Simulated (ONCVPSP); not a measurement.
**La, ONCV: configuration errors across variants**

- Element: lanthanum
- Generator: ONCVPSP 4.0.1
- Type: optimised norm-conserving Vanderbilt (ONCV)
- Functional: PBE
- Relativity: scalar-relativistic
- Frozen core: [Kr]
- Valence charge: 21
- Reference configuration: 4d10 5s2 5p6 5d1 6s0.5 (charge +1.5)
- Partial waves: 5s+6s: rc 2.40 bohr, ncon 4, nbas 9, qcut 5.6 1/bohr, 2 projectors; 5p: rc 1.70 bohr, ncon 5, nbas 9, qcut 4.2 1/bohr, 2 projectors, debl 0.6 Ha; 4d+5d: rc 1.40 bohr, ncon 3, nbas 7, qcut 12.3 1/bohr, 2 projectors; f scattering state at 0.16 Ha: rc 2.45 bohr, ncon 4, nbas 7, qcut 5.1 1/bohr, 2 projectors, debl 1 Ha
- Local potential: polynomial inside 1.10 bohr (lpopt 5, dvloc0 0 Ha)
- Core correction: Teter function, fcfact 1.5, rcfact 1.5

In the p channel the program set the typed energies aside and used -1.156, 0.250 Ha. In the f channel the program set the typed energies aside and used -0.494, 0.506 Ha.

All-electron excitation energies from the reference (eV): (1) 4d10 5s2 5p6 5d1 6s2 -10.762; (2) 4d10 5s2 5p6 5d1 6s1 -4.796; (3) 4d10 5s2 5p6 5d1 6s0 6.092; (4) 4d10 5s2 5p6 5d1 6s1.5 -8.363.

1 further variants failed, have other tests or too few solved ones, and are left out.

A true bound ghost makes a file unfit for plane-wave use even where its test errors are small: the radial tests pick states by their node count and pass the ghost by.

Errors AE − PS in meV (a dash: test not solved or not reliable):

| change | (1) | (2) | (3) | (4) | bound ghosts | GHOST(+) flags above zero |
| --- | --- | --- | --- | --- | --- | --- |
| base | +1.1 | +0.6 | -1.0 | +0.9 | s | p |
| p: nbas 10 | +1.1 | +0.6 | -1.0 | +1.0 | s | p |
| core correction Teter function, fcfact 1.5, rcfact 1.52 | +1.1 | +0.6 | -1.0 | +0.9 | s | p |
| core correction Teter function, fcfact 3, rcfact 1.5 | +1.1 | +0.6 | -1.0 | +0.9 | s | p |
| f: rc 2.3 | +1.1 | +0.6 | -1.0 | +0.9 | s | p |
| local potential polynomial inside 0.90 bohr (lpopt 4, dvloc0 2 Ha) | +1.1 | +0.6 | -1.0 | +0.9 | s | p |

Task: Give the same row for: s: rc 2.08.

Result: +1.4, +0.6, -0.9, +1.1; bound ghosts: s; GHOST(+) flags above zero: p.
